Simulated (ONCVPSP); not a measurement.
**As: variants of one ONCV potential**

Base potential:

arsenic, optimised norm-conserving Vanderbilt (ONCV), made with ONCVPSP 4.0.1 (PBE, scalar-relativistic). Core [Ne], reference 3s2 3p6 3d10 4s2 4p3. Waves: 3s+4s: rc 1.20 bohr, ncon 4, nbas 8, qcut 11.8 1/bohr, 2 projectors; 3p+4p: rc 1.00 bohr, ncon 4, nbas 9, qcut 16.1 1/bohr, 2 projectors; 3d: rc 0.90 bohr, ncon 4, nbas 9, qcut 16 1/bohr, 1 projector. Local part: polynomial inside 0.90 bohr (lpopt 5, dvloc0 3 Ha). Core correction: none.

All-electron outer shells of the reference configuration (PBE, scalar-relativistic, ld1.x):

```tsv
shell	level (eV)	outermost node (bohr)	outermost maximum (bohr)
2s	-1486.76	0.06	0.17
2p	-1303.65	–	0.14
3s	-190.31	0.25	0.52
3p	-133.68	0.22	0.52
3d	-40.65	–	0.47
4s	-14.49	0.73	1.61
4p	-5.19	0.78	2.00
```

Cutoffs, loose and tight: the cutoffs (Ha) at which the residual kinetic energy of the hardest occupied pseudo-wave falls to 1 and 0.1 mHa per electron. They do not see the model core or the augmentation charge, which bear on the density cutoff. Test errors are all-electron minus pseudo excitation energies from the reference, over the configurations 3s2 3p6 3d10 4s2 4p2; 3s2 3p6 3d10 4s2 4p1; 3s2 3p6 3d10 4s2 4p0; 3s2 3p5 3d10 4s2 4p3. A dash means not determined; rows that change the core or the reference have their own tests.

A true bound ghost makes a file unfit for plane-wave use even where its test errors are small: the radial tests pick states by their node count and pass the ghost by.

```tsv
change	outcome	cutoff, loose	cutoff, tight	bound ghosts	GHOST(+) flags above zero	largest test error (meV)
base	generated	113 Ha	126 Ha	none	none	-156
all radii scaled by about 0.78 (s 0.94, p 0.78, d 0.70 bohr); local potential polynomial inside 0.70 bohr (lpopt 5, dvloc0 3 Ha)	generated	430 Ha	643 Ha	none	none	-66
all radii scaled by about 0.83 (s 1.00, p 0.82, d 0.74 bohr); local potential polynomial inside 0.74 bohr (lpopt 5, dvloc0 3 Ha)	generated	248 Ha	558 Ha	none	none	-73
all radii scaled by about 0.88 (s 1.06, p 0.88, d 0.80 bohr); local potential polynomial inside 0.80 bohr (lpopt 5, dvloc0 3 Ha)	generated	126 Ha	436 Ha	none	none	-97
all radii scaled by about 0.96 (s 1.16, p 0.96, d 0.86 bohr); local potential polynomial inside 0.86 bohr (lpopt 5, dvloc0 3 Ha)	generated	117 Ha	166 Ha	none	none	-125
all radii scaled by about 1.07 (s 1.28, p 1.08, d 0.96 bohr); local potential polynomial inside 0.96 bohr (lpopt 5, dvloc0 3 Ha)	generated	107 Ha	118 Ha	none	none	-195
all radii scaled by about 1.15 (s 1.38, p 1.16, d 1.04 bohr); local potential polynomial inside 1.04 bohr (lpopt 5, dvloc0 3 Ha)	generated	101 Ha	112 Ha	none	none	-248
all radii scaled by about 1.20 (s 1.44, p 1.20, d 1.08 bohr); local potential polynomial inside 1.08 bohr (lpopt 5, dvloc0 3 Ha)	generated	98 Ha	109 Ha	none	none	-270
all radii scaled by about 1.26 (s 1.50, p 1.26, d 1.14 bohr); local potential polynomial inside 1.14 bohr (lpopt 5, dvloc0 3 Ha)	generated	93 Ha	104 Ha	none	none	-294
all radii scaled by about 1.32 (s 1.58, p 1.32, d 1.18 bohr); local potential polynomial inside 1.18 bohr (lpopt 5, dvloc0 3 Ha)	generated	91 Ha	102 Ha	s	none	-307
```

Reading the sweep of the scale of all radii (base = 1) (base included, trends over the rows without a ghost): The loose cutoff falls from 430 Ha at 0.78 to 93 Ha at 1.26. A larger radius leaves more room for a smooth pseudo-wave, so fewer plane waves are needed; a smaller one forces it to follow the all-electron wave where it bends sharply. The median size of the test errors (rows with all tests solved) is not monotonic: lowest 2.3 meV at 0.83, highest 4.7 meV at 1.26. Bound ghosts are found at 1.32.
